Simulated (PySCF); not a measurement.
# How methods differ on the excitation energy of B

B [He] 2s2 2p1 (2P) → B [He] 2s1 2p2 (4P), as a difference of total energies. Computed with PySCF 2.14 in aug-cc-pCVQZ-DK, with scalar relativity by spin-free X2C-1e. Correlated levels: valence: 1s2 frozen; valence and next inner shell: nothing frozen. The calculations carry no spin-orbit coupling.

```
                                method  excitation energy (eV)
                                   UHF                   2.196
                                   LDA                   3.292
                                   PBE                   3.280
                                  PBE0                   3.226
                                r2SCAN                   2.947
                               wB97X-V                   3.542
                               LC-wPBE                   3.168
                                  BLYP                   3.678
                         MP2 (valence)                   3.160
                     SCS-MP2 (valence)                   3.558
    MP2 (valence and next inner shell)                   3.162
SCS-MP2 (valence and next inner shell)                   3.563
```

Q: How much does correlation contribute at MP2 (valence and next inner shell)?

A: 3.162 − (2.196) = 0.966 eV, measured against UHF.
